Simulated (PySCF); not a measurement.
**Steps of a relaxation of [Yb(NO2)2]+**

[Yb(NO2)2]+ (singlet in the valence; each metal's 4f electrons, 13 of them, lie in its core potential, out of spins and levels). PySCF 2.14.0, RKS r2SCAN, Yb lcecp-1-SVP with ECP59, O def2-SVP, N def2-SVP; non-relativistic Hamiltonian with scalar-relativistic core potentials where named; density fitting; no spin-orbit coupling. Origin of the start: template. Columns: position (Å) and force (eV/Å). Energies are counted from the last step; some of the 6 steps are shown. Forces carry noise of the integration grid, about 0.01 to 0.03 eV/Å.

Run from Python with OMP_NUM_THREADS=2. Where DIIS fails, smearing, a level shift and second-order steps follow.
It took 40 s on 2 threads of Arm Neoverse V1, with other jobs on the host, from the converged density of the start.

```xyz
7
step 0  E = 0.543 eV
Yb    0.0000    0.0000    0.0000     0.00    0.00    0.00
O     0.7495    0.7495    2.1504    -0.23   -0.23   -1.32
O    -0.7495   -0.7495    2.1504     0.23    0.23   -1.32
N     0.0000    0.0000    2.8404     0.00    0.00    0.41
O     0.7495   -0.7495   -2.1504    -0.23    0.23    1.32
O    -0.7495    0.7495   -2.1504     0.23   -0.23    1.32
N     0.0000    0.0000   -2.8404     0.00    0.00   -0.41
```

```xyz
7
step 2  E = 0.025 eV
Yb    0.0000    0.0000    0.0000     0.00    0.00    0.00
O     0.7421    0.7421    1.9642     0.17    0.17    0.19
O    -0.7421   -0.7421    1.9642    -0.17   -0.17    0.19
N     0.0000    0.0000    2.6958     0.00    0.00   -0.72
O     0.7421   -0.7421   -1.9642     0.17   -0.17   -0.19
O    -0.7421    0.7421   -1.9642    -0.17    0.17   -0.19
N     0.0000    0.0000   -2.6958     0.00    0.00    0.72
```

```xyz
7
step 3  E = 0.002 eV
Yb    0.0000    0.0000    0.0000     0.00    0.00    0.00
O     0.7482    0.7482    1.9393     0.04    0.04    0.13
O    -0.7482   -0.7482    1.9393    -0.04   -0.04    0.13
N     0.0000    0.0000    2.6595     0.00    0.00   -0.24
O     0.7482   -0.7482   -1.9393     0.04   -0.04   -0.13
O    -0.7482    0.7482   -1.9393    -0.04    0.04   -0.13
N     0.0000    0.0000   -2.6595     0.00    0.00    0.24
```

**Question.** Where does the relaxation end?

**Answer.** It converges at step 5 in D2d:
```xyz
7
step 5  E = 0
Yb    0.0000    0.0000    0.0000
O     0.7499    0.7499    1.9406
O    -0.7499   -0.7499    1.9406
N     0.0000    0.0000    2.6551
O     0.7499   -0.7499   -1.9406
O    -0.7499    0.7499   -1.9406
N     0.0000    0.0000   -2.6551
```

**Question.** How did the contacts change?

**Answer.** 
| contact | start (Å) | end (Å) |
| --- | --- | --- |
| Yb1–O2 (NO2) | 2.397 | 2.211 |
| Yb1–O5 (NO2) | 2.397 | 2.211 |


No frequency check is given that shows the relaxed geometry to be a minimum. An lcecp potential fixes the number of 4f electrons, so in runs with it no electron can move into or out of that shell.
